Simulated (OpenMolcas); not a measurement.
## 5d⁶ along the 74-electron sequence

| Property | Result |
| --- | --- |
| Program | OpenMolcas |
| Method | CASSCF |
| Basis | ANO-R2 |
| Scalar Hamiltonian | X2C, finite nucleus |
| Spin-orbit coupling | state interaction with AMFI integrals over the reference wave functions, term energies averaged over their components |

Active space for each ion: 6 electrons in 10 orbitals (5d 6d).

Computed levels in cm-1 above ⁵D₄:

```tsv
Level	Os2+	Ir3+	Pt4+	Au5+
⁵D₃	4378	5741	7340	9150
⁵D₁	6883	8773	10872	13150
⁵D₀	7315	9241	11300	13438
³H₆	18236	20935	23566	26250
³H₅	18382	21038	23607	26219
³F₂(1)	22525	25937	29230	32568
³G₅	26754	31511	36434	41615
³G₄	27570	32107	36607	41198
³D₁	27723	32222	36585	40941
weight of ⁵D in the lowest level (%)	89	86	83	80
```

Mixed levels, with the weight of the term that names them: Os2+ ³H₅ (60 %), Os2+ ³G₅ (60 %), Os2+ ³G₄ (68 %), Os2+ ³D₁ (54 %), Ir3+ ³H₅ (57 %), Ir3+ ³G₅ (57 %), Ir3+ ³G₄ (66 %), Ir3+ ³D₁ (63 %), Pt4+ ³H₅ (54 %), Pt4+ ³F₂(1) (73 %), Pt4+ ³G₅ (54 %), Pt4+ ³G₄ (63 %), Pt4+ ³D₁ (68 %), Au5+ ³H₅ (52 %), Au5+ ³F₂(1) (68 %), Au5+ ³G₅ (52 %), Au5+ ³G₄ (59 %), Au5+ ³D₁ (70 %).

The fine-structure level ⁵D₀ changes by a factor of 1.84 from Os2+ to Au5+. Its fourth root runs 9.25, 9.80, 10.31, 10.77, with steps per unit of Z of 0.56, 0.51, 0.46; equal steps would mean a (Z - σ)^4 law with constant σ.

³H₆ changes by a factor of 1.44 over the same range, with steps per unit of Z of +2700, +2630, +2680 cm-1.

Without dynamic correlation excited terms often stand tens of per cent too high (terms of higher spin than the ground term too low), and those without a measured partner can miss by more than the paired ones. Active for correlation alone: 6d; no level in the range computed is led by a configuration that fills it, so any true level of that kind is missing. Levels of configurations outside the active space are missing.

A number in round brackets counts repeated terms of one configuration in the order of the reference energies.
